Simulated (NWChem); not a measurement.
System: CH₂ClNOSi; SMILES O=C=N[SiH2]Cl

NWChem printed, in part:

```
             Northwest Computational Chemistry Package (NWChem) 7.3.0
             --------------------------------------------------------

                             Geometry "geometry" -> ""
                             -------------------------

 Output coordinates in angstroms (scale by  1.889725989 to convert to a.u.)

  No.       Tag          Charge          X              Y              Z
 ---- ---------------- ---------- -------------- -------------- --------------
    1 Si                  14.0000    -0.88145000    -0.68960400     0.04095400
    2 Cl                  17.0000     0.74330500    -1.95525200    -0.01771300
    3 N                    7.0000    -0.35002300     0.93411400    -0.03316900
    4 C                    6.0000     0.13313400     2.03127900    -0.01960600
    5 O                    8.0000     0.58833800     3.10382100    -0.01419200
    6 H                    1.0000    -1.60118200    -0.90568200     1.31999700
    7 H                    1.0000    -1.73850100    -0.96680600    -1.13691200

 Effective nuclear repulsion energy (a.u.)     244.9389126606

  pbe96 is a nonlocal functional; adding pw91lda local functional.

                                 NWChem DFT Module
                                 -----------------

 Summary of "ao basis" -> "ao basis" (spherical)
 ------------------------------------------------------------------------------
       Tag                 Description            Shells   Functions and Types
 ---------------- ------------------------------  ------  ---------------------
 Si                         def2-svp                 8       18   4s3p1d
 Cl                         def2-svp                 8       18   4s3p1d
 N                          def2-svp                 6       14   3s2p1d
 C                          def2-svp                 6       14   3s2p1d
 O                          def2-svp                 6       14   3s2p1d
 H                          def2-svp                 3        5   2s1p

 in cosmo_initialize ...
 calling solv_data for solv:meg

 solvent parameters
 solvname_short: meg
 solvname_long:  1,2-ethanediol
 dielec:       40.2450
 dielecinf:     2.0501
 nonaqueous SMD model solvent descriptors
 dielec:       40.2450
 sola:          0.5800
 solb:          0.7800
 solc:          0.0000
 solg:         69.0700
 solh:          0.0000
 soln:          1.4318

          ---------------
          -cosmo- solvent
          ---------------
 Cosmo: York-Karplus, doi: 10.1021/jp992097l
 dielectric constant -eps-     =  40.24
 screen = (eps-1)/(eps    )    =   0.97515
 surface charge correction     = lagrangian

   van der Waals surface
 --------------------------

 ---------- ATOMIC COORDINATES (A.U.) ------------ VDWR(ANG.) --
     1   -1.66569897   -1.30316260    0.07739184     2.470
     2    1.40464278   -3.69489052   -0.03347272     2.380
     3   -0.66144756    1.76521950   -0.06268032     1.890
     4    0.25158678    3.83856072   -0.03704997     1.850
     5    1.11179761    5.86537121   -0.02681899     1.520
     6   -3.02579524   -1.71149081    2.49443264     1.200
     7   -3.28529052   -1.82699842   -2.14845215     1.200
 number of segments per atom =        128
 number of   points per atom =        128
 atom (   nspa,  nppa )
 ----------------------
    1 (     72,     0 )       0
    2 (     94,     0 )       0
    3 (     40,     0 )       0
    4 (     68,     0 )       0
    5 (     78,     0 )       0
    6 (     34,     0 )       0
    7 (     32,     0 )       0
 number of -cosmo- surface points =      418
 molecular surface =    137.435 angstrom**2
 molecular volume  =    121.605 angstrom**3
 -lineq- algorithm             =   0
 -bem- low  level              =   3
 -bem- from -octahedral-
 gaussian surface charge width =   4.50000
 degree of switching           =   1.00000
 switching function tolerance  =   0.00010
 atomic radii =
 --------------
    1 14.000  2.470
    2 17.000  2.380
    3  7.000  1.890
    4  6.000  1.850
    5  8.000  1.520
    6  1.000  1.200
    7  1.000  1.200
 ...... end of -cosmo- initialization ......

 nat:                     7
 ixmem:                  2814
 calling mnsol_interface()
 G(SMD-CDS) energy (kcal/mol)  =     6.138
 SMD-CDS SASA (angstrom**2)    =   146.019

[...]

                                COSMO-SMD solvation results
                                ---------------------------

             internal energy in gas <Psi(g)|H|Psi(g)> =      -918.181510739240
         internal energy in solvent <Psi(s)|H|Psi(s)> =      -918.180786659974
                               delta internal energy  =         0.000724079267 (    0.45 kcal/mol)
   total free energy in solvent <Psi(s)|H+V/2|Psi(s)> =      -918.185177820330
 polarization energy contribution <Psi(s)|V/2|Psi(s)> =        -0.004391160356 (   -2.76 kcal/mol)
    total free energy in solvent including G(SMD-CDS) =      -918.175395982398
                       G(SMD-CDS) energy contribution =         0.009781837932 (    6.14 kcal/mol)
     1 M fixed-concentration free energy of solvation =         0.006114756842 (    3.84 kcal/mol)

                       DFT Final Molecular Orbital Analysis
                       ------------------------------------

 Vector   25  Occ=2.000000D+00  E=-2.861749D-01
              MO Center=  3.9D-01, -7.5D-01, -2.0D-02, r^2= 4.6D+00
   Bfn.  Coefficient  Atom+Function         Bfn.  Coefficient  Atom+Function
  ----- ------------  ---------------      ----- ------------  ---------------
    31      0.525852  2 Cl pz                28      0.387596  2 Cl pz
    42      0.255781  3 N  pz                70      0.232645  5 O  pz
    25      0.226301  2 Cl pz                45     -0.208038  3 N  pz
    73      0.163807  5 O  pz                84      0.084915  7 H  s
    79     -0.077165  6 H  s                 85      0.071465  7 H  s

 Vector   26  Occ=2.000000D+00  E=-2.747906D-01
              MO Center=  1.2D-01,  9.9D-01, -2.0D-02, r^2= 4.3D+00
   Bfn.  Coefficient  Atom+Function         Bfn.  Coefficient  Atom+Function
  ----- ------------  ---------------      ----- ------------  ---------------
    40      0.390035  3 N  px                68      0.343899  5 O  px
    30      0.295382  2 Cl py                43     -0.294451  3 N  px
    71      0.247943  5 O  px                27      0.221403  2 Cl py
    41     -0.172421  3 N  py                69     -0.143930  5 O  py
    44      0.129028  3 N  py                24      0.128202  2 Cl py

 Vector   27  Occ=2.000000D+00  E=-2.649293D-01
              MO Center= -3.8D-01,  4.5D-01,  1.4D-02, r^2= 5.0D+00
   Bfn.  Coefficient  Atom+Function         Bfn.  Coefficient  Atom+Function
  ----- ------------  ---------------      ----- ------------  ---------------
    42      0.363270  3 N  pz                70      0.314855  5 O  pz
    45     -0.271073  3 N  pz                31     -0.247184  2 Cl pz
    73      0.232967  5 O  pz                79      0.217207  6 H  s
    84     -0.211930  7 H  s                 28     -0.183267  2 Cl pz
    80      0.182562  6 H  s                 85     -0.181050  7 H  s

 Vector   28  Occ=0.000000D+00  E=-3.285684D-02
              MO Center= -3.3D-01,  4.2D-01,  9.5D-03, r^2= 4.8D+00
   Bfn.  Coefficient  Atom+Function         Bfn.  Coefficient  Atom+Function
  ----- ------------  ---------------      ----- ------------  ---------------
    11      0.647708  1 Si px                12     -0.405120  1 Si py
    22     -0.391734  2 Cl s                 54     -0.390407  4 C  px
    29      0.334596  2 Cl px                57     -0.311651  4 C  px
    30     -0.298776  2 Cl py                 3      0.269149  1 Si s
    68      0.249297  5 O  px                71      0.247796  5 O  px

 Vector   29  Occ=0.000000D+00  E=-7.482018D-03
              MO Center= -1.7D-01,  1.2D+00,  2.5D-02, r^2= 3.9D+00
   Bfn.  Coefficient  Atom+Function         Bfn.  Coefficient  Atom+Function
  ----- ------------  ---------------      ----- ------------  ---------------
    13      0.677419  1 Si pz                56     -0.535189  4 C  pz
    80     -0.537184  6 H  s                 85      0.507811  7 H  s
    59     -0.473387  4 C  pz                73      0.337555  5 O  pz
    70      0.329945  5 O  pz                45      0.229551  3 N  pz
    42     -0.215767  3 N  pz                10      0.169739  1 Si pz

 Vector   30  Occ=0.000000D+00  E= 8.026111D-03
              MO Center= -8.2D-01, -6.0D-01,  4.4D-02, r^2= 4.2D+00
   Bfn.  Coefficient  Atom+Function         Bfn.  Coefficient  Atom+Function
  ----- ------------  ---------------      ----- ------------  ---------------
    12      1.078855  1 Si py                39     -0.888280  3 N  s
    11      0.526672  1 Si px                53      0.468220  4 C  s
    80      0.403485  6 H  s                 85      0.362980  7 H  s
     9      0.261639  1 Si py                67     -0.251607  5 O  s
    29     -0.245815  2 Cl px                38     -0.200161  3 N  s

     Multipole analysis of the density
     ---------------------------------

     L   x y z        total         alpha         beta         nuclear
     -   - - -        -----         -----         ----         -------
     0   0 0 0     -0.000000    -27.000000    -27.000000     54.000000

     1   1 0 0     -0.703684     -0.362754     -0.362754      0.021824
     1   0 1 0     -0.417051      0.933992      0.933992     -2.285034
     1   0 0 1      0.041385      0.028285      0.028285     -0.015184

     2   2 0 0    -30.268114    -67.966453    -67.966453    105.664793
     2   1 1 0     -0.357104     -1.743714     -1.743714      3.130323
     2   1 0 1     -0.062190      1.517732      1.517732     -3.097654
     2   0 2 0    -37.345200   -342.457589   -342.457589    647.569978
     2   0 1 1     -0.006468      1.266597      1.266597     -2.539661
     2   0 0 2    -30.729867    -20.856150    -20.856150     10.982433
```

Level: PBE/def2-SVP, SMD on the gas-phase geometry. Structure relaxed at the PBE0/def2-SVP level. Solvent: ethylene glycol.

Q: Write an input that gives this output.

A: This is not unique; one that fits is the input that was run:
```
start job
memory heap 200 mb stack 900 mb global 1100 mb
geometry units angstroms noautosym nocenter noautoz
  Si    -0.881450    -0.689604     0.040954
  Cl     0.743305    -1.955252    -0.017713
  N     -0.350023     0.934114    -0.033169
  C      0.133134     2.031279    -0.019606
  O      0.588338     3.103821    -0.014192
  H     -1.601182    -0.905682     1.319997
  H     -1.738501    -0.966806    -1.136912
end
basis spherical
  * library def2-svp
end
dft
  xc xpbe96 cpbe96
  iterations 150
end
cosmo
  do_cosmo_smd true
  solvent meg
end
task dft energy
```
